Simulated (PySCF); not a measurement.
Computed IR spectrum (relative IR intensity) of a molecule C2H8O2Si. Geometry: ωB97X-D3(BJ)/def2-SVP. Other conformers were not sampled. These are ωB97X-D3(BJ)/def2-SVP (PySCF 2.14.0) values and carry that method's errors. Frequencies are harmonic and unscaled.

Lines under 2 % of the strongest are left out, and lines within 2 cm⁻¹ are merged.

ν (cm⁻¹): 101 (vw), 144 (vw), 207 (m), 228 (vw), 280 (w), 360 (w), 473 (s), 629 (w), 672 (m), 697 (w), 748 (s), 783 (m), 843 (m), 851 (s), 910 (vs), 953 (s), 1103 (m), 1182 (w), 1287 (m), 1299 (vw), 1411 (m), 1442 (vw), 1468 (w), 2231 (vs), 3005 (m), 3114 (w), 3162 (vw), 3171 (vw), 3839 (m), 3949 (s) (against the strongest line: vs over 80 %, s over 45 %, m over 15 %, w over 4 %, vw less)

### Question
Pick the molecule that these values belong to.
A) COCO[SiH3]
B) CC[SiH](O)O
C) OCCO[SiH3]
D) C[Si@H](O)CO

### Answer
D, C[Si@H](O)CO
